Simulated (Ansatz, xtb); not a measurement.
Ranking isomers of C5H7FN2O

8 gas-phase structures of C5H7FN2O, from a drawn sample of its isomers (lower ones may exist). Each was relaxed with GFN2-xTB; where two conformers were screened, the lower at r2SCAN-D4/def2-SVP is listed:

A. `O[C@H](CF)n1cccn1`, a singlet
B. `COCn1cnc(F)c1`, a singlet
C. `CC[C@H](F)c1ncno1`, a singlet
D. `CCOc1cn[nH]c1F`, a singlet
E. `CC(C)c1noc(F)n1`, a singlet
F. `FCCCc1ncon1`, a singlet
G. `Cc1nc(CCF)no1`, a singlet
H. `COc1nc[nH]c1CF`, a singlet

Problem. Estimate their order in r2SCAN-D4/def2-SVP energy at these geometries, lowest first.

Solution. Calculated order at r2SCAN-D4/def2-SVP: H (0.0), B (4.8), A (5.4), G (9.1), E (12.0), F (16.7), C (17.1), D (18.5) kcal/mol. Less than 1 kcal/mol parts B and A; F and C, so the order within those pairs means little.

Energies above the lowest of each column, in kcal/mol; the last columns are at B3LYP-D3(BJ)/def2-SVP geometries and were run for some of them only (a dash: not run or not comparable):

```
structure  GFN2-xTB  HF/STO-3G  r2SCAN-D4/def2-SVP  B3LYP-D3(BJ)/def2-SVP  CCSD(T)/def2-SVP + ΔMP2/def2-TZVPP
        H       0.0       15.6                 0.0                    0.0                                 0.0
        B       2.8       13.8                 4.8                    6.0                                 6.0
        A      11.7       28.0                 5.4                    6.8                                 3.6
        G      14.3        1.3                 9.1                   11.5                                 6.0
        E      16.8        0.0                12.0                   15.0                                   –
        F      21.3        9.0                16.7                   18.4                                   –
        C      23.2        8.7                17.1                      –                                   –
        D      17.8       22.8                18.5                      –                                   –
```

CCSD(T)/def2-SVP + ΔMP2/def2-TZVPP puts H lowest of those it was run on; HF/STO-3G picks E. CCSD(T)/def2-SVP + ΔMP2/def2-TZVPP orders those it was run on as H (0.0), A (3.6), G (6.0), B (6.0) kcal/mol. Less than 1 kcal/mol parts G and B, so the order within that pair means little. Flexible structures stand in one conformer each, not always the lowest. Frequencies (GFN2-xTB) were run for A, B, G, H alone. ΔMP2 is the change of the MP2 energy from the smaller to the larger basis.

Over these structures GFN2-xTB departs from r2SCAN-D4/def2-SVP by 2.9 kcal/mol on average once a common shift is removed. A GFN2-xTB relaxation took about 0.17 s and the r2SCAN-D4/def2-SVP energy about 2.8 s on a shared host (Ansatz 0.2.0, xtb 6.7.1).
